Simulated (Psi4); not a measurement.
C$_{2}$H$_{5}$O$_{2}$, charge +1, singlet, at a GFN2-xTB geometry; B3LYP/STO-3G (Psi4 1.11).

Here is a job for Psi4.
```
memory 2 GB

molecule {
1 1
  C    -1.03042963   -0.20472600   -0.02112033
  O    -0.73312942   -1.29679953   -0.24874157
  O     0.04062159    0.83539826    0.07348090
  H    -1.98763608    0.30559936    0.10443989
  C     1.42550223    0.37698170    0.08288634
  H     2.05413765    1.22422046   -0.18596967
  H     1.70287093   -0.01912909    1.05973032
  H     1.52164729   -0.40426881   -0.67126979
  H    -0.12139264    1.55125391    0.72455841
}

set basis sto-3g

energy('b3lyp')
print_variables()
```

Output, abridged:

```
   => Loading Basis Set <=

    Name: STO-3G
    Role: ORBITAL
    Keyword: BASIS

         ---------------------------------------------------------
                                   SCF
               by Justin Turney, Rob Parrish, Andy Simmonett
                          and Daniel G. A. Smith
                              RKS Reference
         ---------------------------------------------------------

  ==> Geometry <==

    Molecular point group: c1
    Full point group: C1

    Geometry (in Angstrom), charge = 1, multiplicity = 1:

       Center              X                  Y                   Z               Mass
    ------------   -----------------  -----------------  -----------------  -----------------
         C           -0.978957294278    -0.161557420170    -0.004365549471    12.000000000000
         O           -0.681657084278    -1.253630950170    -0.231986789471    15.994914619570
         O            0.092093925722     0.878566839830     0.090235680529    15.994914619570
         H           -1.936163744278     0.348767939830     0.121194670529     1.007825032230
         C            1.476974565722     0.420150279830     0.099641120529    12.000000000000
         H            2.105609985722     1.267389039830    -0.169214889471     1.007825032230
         H            1.754343265722     0.024039489830     1.076485100529     1.007825032230
         H            1.573119625722    -0.361100230170    -0.654515009471     1.007825032230
         H           -0.069920304278     1.594422489830     0.741313190529     1.007825032230

  Running in c1 symmetry.

  Rotational constants: A =      0.61547  B =      0.20743  C =      0.16079 [cm^-1]
  Rotational constants: A =  18451.37928  B =   6218.73329  C =   4820.25867 [MHz]
  Nuclear repulsion =  129.038111187497691

  Charge       = 1
  Multiplicity = 1
  Electrons    = 32
  Nalpha       = 16
  Nbeta        = 16

  ==> Algorithm <==

  SCF Algorithm Type is DF.
  DIIS enabled.
  MOM disabled.
  Fractional occupation disabled.
  Guess Type is SAD.
  Energy threshold   = 1.00e-06
  Density threshold  = 1.00e-06
  Integral threshold = 1.00e-12

  ==> Primary Basis <==

  Basis Set: STO-3G
    Blend: STO-3G
    Number of shells: 17
    Number of basis functions: 25
    Number of Cartesian functions: 25
    Spherical Harmonics?: true
    Max angular momentum: 1

  ==> DFT Potential <==

   => LibXC <=

    Version 7.1.2
    S. Lehtola, C. Steigemann, M. J. T. Oliveira, and M. A. L. Marques,  SoftwareX 7, 1–5 (2018) (10.1016/j.softx.2017.11.002)

   => Composite Functional: B3LYP <=

    B3LYP Hyb-GGA Exchange-Correlation Functional

    P. J. Stephens, F. J. Devlin, C. F. Chabalowski, and M. J. Frisch,  J. Phys. Chem. 98, 11623 (1994) (10.1021/j100096a001)

    Deriv               =              1
    GGA                 =           TRUE
    Meta                =          FALSE

    Exchange Hybrid     =           TRUE
    MP2 Hybrid          =          FALSE

   => Exchange Functionals <=

    0.0800   Slater exchange
    0.7200         Becke 88

   => Exact (HF) Exchange <=

    0.2000               HF

   => Correlation Functionals <=

    0.1900   Vosko, Wilk & Nusair (VWN5_RPA)
    0.8100   Lee, Yang & Parr

   => LibXC Density Thresholds  <==

    XC_HYB_GGA_XC_B3LYP:  1.00E-15

   => Molecular Quadrature <=

    Radial Scheme          =       TREUTLER
    Pruning Scheme         =           NONE
    Nuclear Scheme         =       TREUTLER

    Blocking Scheme        =         OCTREE
    BS radius alpha        =              1
    Pruning alpha          =              1
    Radial Points          =             75
    Spherical Points       =            302
    Total Points           =         192164
    Total Blocks           =           1476
    Max Points             =            256
    Max Functions          =             25
    Weights Tolerance      =       1.00E-15

   => Loading Basis Set <=

    Name: (STO-3G AUX)
    Role: JKFIT
    Keyword: DF_BASIS_SCF

  ==> Integral Setup <==

  SCF_SUBTYPE=INCORE selected. In-core MEM_DF algorithm will be used.
  Using in-core AOs.

  ==> MemDFJK: Density-Fitted J/K Matrices <==

    J tasked:                   Yes
    K tasked:                   Yes
    wK tasked:                   No
    Algorithm:                 Core
    Schwarz Cutoff:           1E-12
    Mask sparsity (%):       0.9600
    Fitting Condition:        1E-10

   => Auxiliary Basis Set <=

  Basis Set: (STO-3G AUX)
    Blend: DEF2-UNIVERSAL-JKFIT
    Number of shells: 130
    Number of basis functions: 394
    Number of Cartesian functions: 464
    Spherical Harmonics?: true
    Max angular momentum: 4

  Minimum eigenvalue in the overlap matrix is 2.1530343334E-01.
  Reciprocal condition number of the overlap matrix is 9.4170369881E-02.
    Using symmetric orthogonalization.

  ==> Pre-Iterations <==

  SCF Guess: Superposition of Atomic Densities via on-the-fly atomic UHF (no occupation information).

   -------------------------
    Irrep   Nso     Nmo
   -------------------------
     A         25      25
   -------------------------
    Total      25      25
   -------------------------

  ==> Iterations <==

                           Total Energy        Delta E     RMS |[F,P]|

   @DF-RKS iter SAD:  -224.93876139467471   -2.24939e+02   0.00000e+00
   @DF-RKS iter   1:  -226.21049313180791   -1.27173e+00   1.91775e-02 DIIS/ADIIS
   @DF-RKS iter   2:  -225.51746893157039    6.93024e-01   5.21203e-02 DIIS/ADIIS
   @DF-RKS iter   3:  -226.33715171580920   -8.19683e-01   6.86675e-03 DIIS/ADIIS
   @DF-RKS iter   4:  -226.35260106659081   -1.54494e-02   6.54910e-04 DIIS/ADIIS
   @DF-RKS iter   5:  -226.35274783329149   -1.46767e-04   2.42556e-04 DIIS/ADIIS
   @DF-RKS iter   6:  -226.35276773601871   -1.99027e-05   5.81942e-05 DIIS
   @DF-RKS iter   7:  -226.35276882802185   -1.09200e-06   1.25933e-05 DIIS
   @DF-RKS iter   8:  -226.35276889195390   -6.39320e-08   5.94644e-07 DIIS
  Energy and wave function converged.

  ==> Post-Iterations <==

   Electrons on quadrature grid:
      Ntotal   =   32.0000073795 ; deviation = 7.379e-06

    Orbital Energies [Eh]
    ---------------------

    Doubly Occupied:

       1A    -19.380750     2A    -19.285816     3A    -10.447796
       4A    -10.338236     5A     -1.392984     6A     -1.331670
       7A     -0.964607     8A     -0.890518     9A     -0.810856
      10A     -0.736275    11A     -0.702341    12A     -0.646754
      13A     -0.634239    14A     -0.624395    15A     -0.554327
      16A     -0.505536

    Virtual:

      17A     -0.199150    18A     -0.097799    19A      0.009382
      20A      0.032810    21A      0.150942    22A      0.194945
      23A      0.197657    24A      0.226125    25A      0.425646

    Final Occupation by Irrep:
              A
    DOCC [    16 ]
    NA   [    16 ]
    NB   [    16 ]

  @DF-RKS Final Energy:  -226.35276889195390

   => Energetics <=

    Nuclear Repulsion Energy =            129.0381111874976909
    One-Electron Energy =                -555.2254357857835885
    Two-Electron Energy =                 223.6072109502933074
    DFT Exchange-Correlation Energy =     -23.7726552439613066
    Empirical Dispersion Energy =           0.0000000000000000
    VV10 Nonlocal Energy =                  0.0000000000000000
    Total Energy =                       -226.3527688919539003

Computation Completed

Properties will be evaluated at   0.000000,   0.000000,   0.000000 [a0]

Properties computed using the SCF density matrix

 Multipole Moments:

 ------------------------------------------------------------------------------------
     Multipole            Electronic (a.u.)      Nuclear  (a.u.)        Total (a.u.)
 ------------------------------------------------------------------------------------

 L = 1.  Multiply by 2.5417464519 to convert [e a0] to [Debye]
 Dipole X            :         -3.1208505            3.2098646            0.0890141
 Dipole Y            :         -1.3124811            2.6920339            1.3795529
 Dipole Z            :         -0.3569614            1.0448440            0.6878826
 Magnitude           :                                                    1.5441088

 ------------------------------------------------------------------------------------

  Variable Map:
  ----------------------------------------------------------------------------
  "CURRENT ENERGY"              =>    -226.352768891954
  "CURRENT REFERENCE ENERGY"    =>    -226.352768891954
  "DD SOLVATION ENERGY"         =>       0.000000000000
  "DFT FUNCTIONAL TOTAL ENERGY" =>    -226.352768891954
  "DFT TOTAL ENERGY"            =>    -226.352768891954
  "DFT VV10 ENERGY"             =>       0.000000000000
  "DFT XC ENERGY"               =>     -23.772655243961
  "GRID ELECTRONS ALPHA"        =>      16.000003689734
  "GRID ELECTRONS BETA"         =>      16.000003689734
  "GRID ELECTRONS TOTAL"        =>      32.000007379468
  "NUCLEAR REPULSION ENERGY"    =>     129.038111187498
  "ONE-ELECTRON ENERGY"         =>    -555.225435785784
  "PCM POLARIZATION ENERGY"     =>       0.000000000000
  "PE ENERGY"                   =>       0.000000000000
  "SCF ITERATION ENERGY"        =>    -226.352768891954
  "SCF ITERATIONS"              =>       8.000000000000
  "SCF TOTAL ENERGY"            =>    -226.352768891954
  "TWO-ELECTRON ENERGY"         =>     223.607210950293
  "XC GRID RADIAL POINTS"       =>      75.000000000000
  "XC GRID SPHERICAL POINTS"    =>     302.000000000000
  "XC GRID TOTAL POINTS"        =>  192164.000000000000

  Array Variable Map:
  ----------------------------------------------------------------------------
  "CURRENT DIPOLE"              =>       0.089014107348 ... 0.687882562600 1 by 3
  "SCF DIPOLE"                  =>       0.089014107348 ... 0.687882562600 1 by 3
  "SCF TOTAL ENERGIES"          =>    -224.938761394675 ... -226.352768891954 1 by 9
```
